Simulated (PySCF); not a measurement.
Gas-phase reaction: InH + 4 F → InF₃ + HF

Computed with PySCF (xtb for GFN2) and rigid-rotor harmonic-oscillator thermochemistry at 1 bar. † marks an energy on the PBE0/def2-TZVP geometry and frequencies; other levels use their own. CCSD(T) freezes the core. Open shells (unrestricted): F (multiplicity 2); the rest are closed-shell singlets. GFN2 has no spin-polarisation term. Spin-orbit splitting is ignored; it lowers the true energy and changes the entropy of F. In: scalar-relativistic def2 core potential, no spin-orbit coupling. InH: computed as isolated molecules; such fragments, hydroxides, amides, oligomers or adducts are transient or little studied in the gas. CCSD(T) isn't extrapolated to the basis-set limit.

GFN2-xTB gives ΔH°(298 K) = -1331 kJ.

Problem. What do ωB97X-V/def2-TZVP†, PBE/def2-TZVP†, CCSD(T)/def2-TZVPP† give?

Solution. ωB97X-V/def2-TZVP†: -1511 kJ; PBE/def2-TZVP†: -1562 kJ; CCSD(T)/def2-TZVPP†: -1472 kJ. For scale, ΔH°(298 K) is -1331 kJ at this level, -1502 kJ at ωB97M-V/def2-TZVP†, and runs from -1821 to -971 kJ over the 18 levels computed († marks an energy on the PBE0/def2-TZVP geometry).
